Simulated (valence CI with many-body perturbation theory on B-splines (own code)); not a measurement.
The numbers below are computed, except where a source is named.
## Hyperfine factors and g values of Tb49+

Method: configuration interaction combined with many-body perturbation theory (CI+MBPT): six valence electrons over a frozen Dirac-Fock core [Ne], a basis of 9 s, 9 p, 8 d, 6 f, 3 g, 1 h functions for each j, with the one-electron correlation potential Σ1 (screened to all orders), the two-electron term Σ2, the three-electron term Σ3, Breit, model QED; selected single and double excitations, second order for the rest, scaled by the run's own slope (own B-spline code, finite nucleus).

No measured spectrum was set against this ion. As an estimate, large intervals hold to a few tenths of a per cent, small ones and those within an open d or f shell to about a per cent. Among the levels kept, up to 1100 cm⁻¹ of a level comes from second order outside the variational space, and about a tenth of that is noise between levels of different J, which matters for small intervals.

A/g_I is the dipole constant over the nuclear g factor μ/I (μ in nuclear magnetons, uniformly magnetised nucleus), B/Q the quadrupole constant per barn. Both hold the static response of the core; the bare values leave it out. Large factors of s and p1/2 electrons are usually good to 5 to 10 %; those of open d and f shells near neutrality can be off by tens of per cent, and small factors of p3/2, d and f electrons come from cancelling terms and can be off by a factor of two or in sign, in half-filled shells by more. B is blank for J = 1/2, where it vanishes, and for nearly pure S terms. Energies count from the lowest level. Levels with J = 0 are left out.

Levels are named by their leading jj configuration (3d3/2^4 stands for four electrons in 3d with j = 3/2), which in mixed levels can hold well under half, so a name can repeat and another be missing. Letters in brackets count levels of one name in rising energy.

```csv
Level,E (eV),g,A/g_I (MHz),A/g_I bare,B/Q (MHz/b),B/Q bare
(3s^2 3p1/2^2 3p3/2^2) J=2,0.00,1.339,131000,130000,26100,25700
(3s^2 3p1/2 3p3/2^3) J=1,185.45,1.492,-81200,-76700,-128000,-126000
(3s^2 3p1/2 3p3/2^3) J=2,193.86,1.142,348000,342000,-282000,-278000
(3s^2 3p1/2^2 3p3/2 3d3/2) J=2,198.24,1.045,100000,101000,-1980,-1770
(3s^2 3p1/2^2 3p3/2 3d3/2) J=1,204.75,1.132,87800,89200,-108000,-107000
(3s^2 3p1/2^2 3p3/2 3d3/2) J=3,205.60,1.110,96200,97300,252000,250000
(3s^2 3p1/2^2 3p3/2 3d5/2) J=4,245.47,1.261,64000,65300,267000,266000
(3s^2 3p1/2^2 3p3/2 3d5/2) J=2,248.90,1.258,61600,63100,-164000,-161000
(3s^2 3p1/2^2 3p3/2 3d5/2) J=3,266.79,1.184,60000,61100,15400,16900
(3s^2 3p1/2^2 3p3/2 3d5/2) J=1,275.66,1.043,-52000,-48300,32200,32500
(3s 3p1/2^2 3p3/2^3) J=2,336.92,1.466,731000,718000,-236000,-232000
(3s 3p1/2^2 3p3/2^3) J=1,354.80,1.183,-412000,-399000,-83200,-82000
(3s^2 3p1/2 3p3/2^2 3d3/2) J=2 [a],375.96,1.025,198000,196000,-147000,-145000
(3s^2 3p1/2 3p3/2^2 3d3/2) J=1 [a],377.56,0.965,220000,218000,-42500,-42500
(3s^2 3p1/2 3p3/2^2 3d3/2) J=3 [a],382.69,1.085,194000,193000,-13700,-13100
(3s^2 3p1/2 3p3/2^2 3d3/2) J=4,390.43,1.050,215000,213000,41800,43100
(3s^2 3p1/2 3p3/2^2 3d3/2) J=2 [b],400.93,0.834,273000,270000,146000,146000
(3s^2 3p1/2^2 3d3/2^2) J=2,404.47,0.740,68200,69800,3260,3440
(3s^2 3p1/2 3p3/2^2 3d3/2) J=3 [b],413.20,1.242,44200,46500,45400,44800
(3s^2 3p1/2 3p3/2^2 3d3/2) J=2 [c],418.48,1.258,202000,201000,686,-363
(3s^2 3p1/2 3p3/2^2 3d5/2) J=3 [a],420.04,1.251,-34800,-31700,28600,30000
(3s^2 3p1/2 3p3/2^2 3d5/2) J=4 [a],420.21,1.290,-7710,-4920,108000,109000
(3s^2 3p1/2 3p3/2^2 3d3/2) J=1 [b],421.66,1.472,149000,148000,79400,78200
(3s^2 3p1/2 3p3/2^2 3d5/2) J=4 [b],430.70,1.177,177000,176000,2830,4000
(3s^2 3p1/2 3p3/2^2 3d5/2) J=1 [a],431.47,1.039,388000,383000,-32400,-31500
(3s^2 3p1/2 3p3/2^2 3d5/2) J=5,433.63,1.191,166000,165000,57000,58600
(3s^2 3p1/2 3p3/2^2 3d3/2) J=1 [c],434.30,0.885,-108000,-102000,-2280,-1490
(3s^2 3p1/2 3p3/2^2 3d5/2) J=2 [a],448.82,1.267,-106000,-101000,220000,218000
(3s^2 3p1/2^2 3d3/2 3d5/2) J=3,453.61,1.083,46900,48800,8360,9020
(3s^2 3p1/2 3p3/2^2 3d5/2) J=3 [b],454.92,1.120,193000,191000,260000,258000
(3s^2 3p1/2 3p3/2^2 3d5/2) J=2 [b],457.68,1.091,142000,142000,37300,37700
(3s^2 3p1/2 3p3/2^2 3d5/2) J=1 [b],461.57,1.247,-160000,-154000,-1030,-1230
(3s^2 3p1/2^2 3d3/2 3d5/2) J=2,462.95,1.199,54900,56600,-22100,-22800
(3s^2 3p1/2 3p3/2^2 3d5/2) J=3 [c],464.69,1.073,212000,210000,-196000,-192000
```

**Question.** Take the isotope of mass number 159, with I = 3/2, μ = 2.009 μN and Q = 1.432 b. What is the hyperfine structure of (3s^2 3p1/2^2 3p3/2 3d3/2) J=3?

**Answer.** From the table A = 129000 MHz, B = 362000 MHz. Shifts from the centre of gravity in MHz: F = 3/2: -557000, F = 5/2: -506000, F = 7/2: -181000, F = 9/2: 671000.
